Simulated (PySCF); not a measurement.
PySCF input file for Mo(S)(Cl)(OH)3 (ClH3MoO3S), SMILES [OH][Mo]([Cl])(=[S])([OH])[OH], multiplicity 1, TDA-PBE/def2-SVPD. Geometry optimised at r2SCAN-D4/def2-SVP. The geometry has at least one imaginary mode, so it is a saddle point at that level. The spin state was assumed, not searched. The def2 effective core potentials stand for the cores of Mo; spin–orbit coupling is left out. One conformer was computed; it need not be the lowest.

```python
import numpy as np
from pyscf import gto, scf, dft, tdscf

mol = gto.M(
    atom='''
    Mo   -0.20882766   -0.20951838    0.00000000
    S     1.62015982   -1.25216325   -0.00000005
    Cl    0.29666788    2.18781266   -0.00000001
    O    -0.46643997    0.22514959   -1.80206166
    H    -0.35638518    1.13840444   -2.11282809
    O    -1.57051999   -1.47512096    0.00000005
    H    -1.45518067   -2.43666585    0.00000006
    O    -0.46643984    0.22514958    1.80206169
    H    -0.35638502    1.13840445    2.11282813
    ''',
    basis='def2-SVPD',
    ecp={'Mo': 'def2-svp'},
    charge=0,
    spin=0,
    symmetry=True,
    max_memory=1600,
    verbose=4,
)
mf = dft.RKS(mol, xc='pbe').density_fit(auxbasis='def2-universal-jkfit')
mf.grids.level = 3
mf.conv_tol = 1e-9
mf.max_cycle = 100
mf.kernel()
mf.grids = dft.Grids(mol).set(level=1).build(with_non0tab=True)  # coarser grid for the response kernel
td = tdscf.TDA(mf)
td.singlet = True
td.nstates = 10
td.conv_tol = 1e-4
td.positive_eig_threshold = 1e-6
td.kernel(x0=td.get_init_guess(mf, 15))
td.analyze()
tt = tdscf.TDA(mf)
tt.singlet = False
tt.nstates = 4
tt.conv_tol = 1e-4
tt.positive_eig_threshold = 1e-6
tt.kernel(x0=tt.get_init_guess(mf, 9))
tt.analyze(verbose=3)
```

Program output:

```
PySCF version 2.14.0

[INPUT] verbose = 4
[INPUT] num. atoms = 9
[INPUT] num. electrons = 74
[INPUT] charge = 0
[INPUT] spin (= nelec alpha-beta = 2S) = 0
[INPUT] symmetry True subgroup None
[INPUT] Mole.unit = angstrom
[INPUT] Symbol           X                Y                Z      unit          X                Y                Z       unit  Magmom
[INPUT]  1 Mo    -0.208827660000  -0.209518380000   0.000000000000 AA   -0.394627084634  -0.395932356263   0.000000000000 Bohr   0.0
[INPUT]  2 S      1.620159820000  -1.252163250000  -0.000000050000 AA    3.061658337825  -2.366245605745  -0.000000094486 Bohr   0.0
[INPUT]  3 Cl     0.296667880000   2.187812660000  -0.000000010000 AA    0.560621043155   4.134366739256  -0.000000018897 Bohr   0.0
[INPUT]  4 O     -0.466439970000   0.225149590000  -1.802061660000 AA   -0.881443796850   0.425471062158  -3.405402996979 Bohr   0.0
[INPUT]  5 H     -0.356385180000   1.138404440000  -2.112828090000 AA   -0.673470385054   2.151272610589  -3.992666438388 Bohr   0.0
[INPUT]  6 O     -1.570519990000  -1.475120960000   0.000000050000 AA   -2.967852654255  -2.787574615005   0.000000094486 Bohr   0.0
[INPUT]  7 H     -1.455180670000  -2.436665850000   0.000000060000 AA   -2.749892928061  -4.604631113581   0.000000113384 Bohr   0.0
[INPUT]  8 O     -0.466439840000   0.225149580000   1.802061690000 AA   -0.881443551186   0.425471043261   3.405403053671 Bohr   0.0
[INPUT]  9 H     -0.356385020000   1.138404450000   2.112828130000 AA   -0.673470082698   2.151272629486   3.992666513977 Bohr   0.0

nuclear repulsion = 455.780256648341
point group symmetry = Cs
symmetry origin: [ 1.66740544e-09 -3.70534462e-10 -4.26114712e-09]
symmetry axis x: [1.00000000e+00 5.58199339e-10 2.38570893e-09]
symmetry axis y: [ 5.58199335e-10 -1.00000000e+00  1.75169930e-09]
symmetry axis z: [-2.38570893e-09  1.75169936e-09  1.00000000e+00]
num. orbitals of irrep A' = 114
num. orbitals of irrep A" = 67
number of shells = 73
number of NR pGTOs = 279
number of NR cGTOs = 181
basis = def2-SVPD
ecp = {'Mo': 'def2-svp'}


[settings echo left out]
init E= -1145.87815751155
HOMO (A') = -0.502618918268382  LUMO (A") = -0.397519641728264  gap/eV = 2.85990
cycle= 1 E= -1152.81647174873  delta_E= -6.94  |g|= 1.52  |ddm|= 5.19
HOMO (A') = -0.0627325702917858  LUMO (A") = -0.048727648280003  gap/eV = 0.38109
cycle= 2 E= -1145.11285050445  delta_E=  7.7  |g|= 5.46  |ddm|= 5.83
HOMO (A") = -0.171388239477654  LUMO (A') = -0.0468043106893056  gap/eV = 3.39010
cycle= 3 E= -1152.83747748179  delta_E= -7.72  |g|= 1.29  |ddm|= 5.62
HOMO (A") = -0.255686561652241  LUMO (A") = -0.221609904603538  gap/eV = 0.92727
cycle= 4 E= -1152.29462182253  delta_E= 0.543  |g|= 1.97  |ddm|= 2.79
HOMO (A") = -0.268292321206107  LUMO (A') = -0.184676486245252  gap/eV = 2.27530
cycle= 5 E= -1153.26005839431  delta_E= -0.965  |g|= 0.362  |ddm|=  2.1
HOMO (A") = -0.249658906928159  LUMO (A') = -0.159875696618521  gap/eV = 2.44313
cycle= 6 E= -1153.283862879  delta_E= -0.0238  |g|= 0.231  |ddm|= 0.784
HOMO (A") = -0.254435004545539  LUMO (A') = -0.161269987610449  gap/eV = 2.53515
cycle= 7 E= -1153.29701129585  delta_E= -0.0131  |g|= 0.0938  |ddm|= 0.324
HOMO (A") = -0.255032657064794  LUMO (A') = -0.159968234341144  gap/eV = 2.58683
cycle= 8 E= -1153.29854186214  delta_E= -0.00153  |g|= 0.0479  |ddm|= 0.0848
HOMO (A") = -0.255589085962727  LUMO (A') = -0.15939163353615  gap/eV = 2.61767
cycle= 9 E= -1153.29889093714  delta_E= -0.000349  |g|= 0.0275  |ddm|= 0.0381
HOMO (A") = -0.256159273657562  LUMO (A') = -0.159390966712354  gap/eV = 2.63320
cycle= 10 E= -1153.29901200072  delta_E= -0.000121  |g|= 0.0125  |ddm|= 0.041
HOMO (A") = -0.255633431136215  LUMO (A') = -0.158850451310089  gap/eV = 2.63360
cycle= 11 E= -1153.29906590147  delta_E= -5.39e-05  |g|= 0.00129  |ddm|= 0.0193
HOMO (A") = -0.255606696852966  LUMO (A') = -0.158868946327621  gap/eV = 2.63237
cycle= 12 E= -1153.29906628421  delta_E= -3.83e-07  |g|= 0.000223  |ddm|= 0.00172
HOMO (A") = -0.255600596193303  LUMO (A') = -0.158865053151711  gap/eV = 2.63231
cycle= 13 E= -1153.29906629523  delta_E= -1.1e-08  |g|= 4.89e-05  |ddm|= 0.000332
HOMO (A") = -0.255601550122466  LUMO (A') = -0.158867311403061  gap/eV = 2.63227
cycle= 14 E= -1153.29906629583  delta_E= -5.94e-10  |g|= 1.68e-05  |ddm|= 8.5e-05
HOMO (A") = -0.255603815943968  LUMO (A') = -0.158870237856743  gap/eV = 2.63225
Extra cycle  E= -1153.29906629552  delta_E= 3.11e-10  |g|= 3.91e-05  |ddm|= 6.87e-05
converged SCF energy = -1153.29906629552
tot grids = 43760
Overwritten attributes  positive_eig_threshold  of <class 'pyscf.tdscf.rks.TDA'>


******** <class 'pyscf.tdscf.rks.TDA'> for <class 'pyscf.df.df_jk.DFSymAdaptedRKS'> ********
nstates = 10 singlet
deg_eia_thresh = 1.000e-03
wfnsym = None
conv_tol = 0.0001
eigh lindep = 1e-12
eigh level_shift = 0
eigh max_cycle = 100


Excitation energies (eV)
[2.70605135 2.74050002 2.94123786 2.98099769 3.07601077 3.26767994
 3.74278605 3.80318192 3.82986232 3.89417621]

** Singlet excitation energies and oscillator strengths **
Excited State   1:   A'      2.70605 eV    458.17 nm  f=0.0013
      37 -> 39        0.69864
Excited State   2:   A"      2.74050 eV    452.41 nm  f=0.0001
      37 -> 38       -0.69987
Excited State   3:   A"      2.94124 eV    421.54 nm  f=0.0000
      35 -> 39       -0.70287
Excited State   4:   A"      2.98100 eV    415.92 nm  f=0.0000
      36 -> 38        0.70280
Excited State   5:   A'      3.07601 eV    403.07 nm  f=0.0007
      31 -> 39        0.11377
      35 -> 38       -0.16480
      36 -> 39        0.65534
      37 -> 40        0.15940
Excited State   6:   A'      3.26768 eV    379.43 nm  f=0.0184
      33 -> 38       -0.12153
      34 -> 38       -0.22108
      35 -> 38        0.61446
      36 -> 39        0.17978
Excited State   7:   A'      3.74279 eV    331.26 nm  f=0.0005
      34 -> 38       -0.11687
      36 -> 40       -0.55997
      37 -> 40        0.39807
Excited State   8:   A"      3.80318 eV    326.00 nm  f=0.0002
      34 -> 39       -0.47041
      35 -> 40        0.52004
Excited State   9:   A"      3.82986 eV    323.73 nm  f=0.0016
      33 -> 39       -0.13800
      34 -> 39        0.50716
      35 -> 40        0.45731
Excited State  10:   A'      3.89418 eV    318.38 nm  f=0.0003
      31 -> 39       -0.10530
      34 -> 38       -0.50528
      36 -> 40        0.34695
      37 -> 40        0.29794

** Transition electric dipole moments (AU) **
state          X           Y           Z        Dip. S.      Osc.
  1        -0.0328      0.1343     -0.0000      0.0191      0.0013
  2        -0.0000     -0.0000     -0.0417      0.0017      0.0001
  3        -0.0000      0.0000      0.0066      0.0000      0.0000
  4        -0.0000     -0.0000      0.0054      0.0000      0.0000
  5        -0.0471      0.0853      0.0000      0.0095      0.0007
  6         0.0637     -0.4750      0.0000      0.2297      0.0184
  7         0.0715     -0.0061     -0.0000      0.0051      0.0005
  8         0.0000     -0.0000      0.0475      0.0023      0.0002
  9         0.0000     -0.0000     -0.1301      0.0169      0.0016
 10         0.0244     -0.0453     -0.0000      0.0026      0.0003

WARN: ECP detected. Skipping calculation of transition velocity and magnetic dipole moments, which have not yet been implemented.



******** <class 'pyscf.tdscf.rks.TDA'> for <class 'pyscf.df.df_jk.DFSymAdaptedRKS'> ********
nstates = 4 triplet
deg_eia_thresh = 1.000e-03
wfnsym = None
conv_tol = 0.0001
eigh lindep = 1e-12
eigh level_shift = 0
eigh max_cycle = 100


Excitation energies (eV)
[2.46820969 2.54734022 2.6334515  2.80450888]

** Triplet excitation energies and oscillator strengths **
Excited State   1:   A"      2.46821 eV    502.32 nm  f=0.0000
Excited State   2:   A'      2.54734 eV    486.72 nm  f=0.0000
Excited State   3:   A'      2.63345 eV    470.80 nm  f=0.0000
Excited State   4:   A'      2.80451 eV    442.09 nm  f=0.0000
```

The run converged.

Cost: roughly 80 core-seconds.
